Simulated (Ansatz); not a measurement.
Reaction (cleavage of the Si–B bond): `CB(N)[SiH3]` + `[OH][Ga]([F])[F]` → `[F][Ga]([F])[O][SiH3]` + `CBN`

Isolated molecules relaxed with PBE0-D4/def2-TZVP in Ansatz; ΔE leaves out vibrations. CBS: MP2 limit from def2 TZ/QZ plus the TZ coupled-cluster correction, frozen cores. Functionals use def2-TZVPP. For Ga outer-core shells are correlated without core-valence functions, which leaves a few kJ/mol of doubt a bond. Scalar relativity is left out up to krypton. One conformer a species, not always the lowest.

```
        level  ΔE (kJ/mol)
  LDA (SPW92)        -85.9
       PBE-D4        -86.3
    revPBE-D4        -84.6
      ωB97M-V       -113.3
    CAM-B3LYP       -120.2
HF/def2-TZVPP       -146.8
HF/def2-QZVPP       -149.2
MP2/CBS(def2)       -119.1
```

Task: What does CCSD(T)/CBS give? (An estimate is asked.)

Result: Computed: -113.0 kJ/mol. The listed levels differ from it by 27.1, 26.7, 28.4, -0.3, -7.2, -33.8, -36.2, -6.1 kJ/mol.

Largest T1 diagnostic among the species: 0.015.

At CCSD(T), def2-SVP lies +7.1 kJ/mol from the extrapolated value and def2-TZVPP −0.3 kJ/mol. Leaving LDA and LC-ωPBE aside and taking each functional with its dispersion term where it has one, the values, not all of them listed here, spread over 42.7 kJ/mol, from BHLYP-D4 to revPBE-D4.
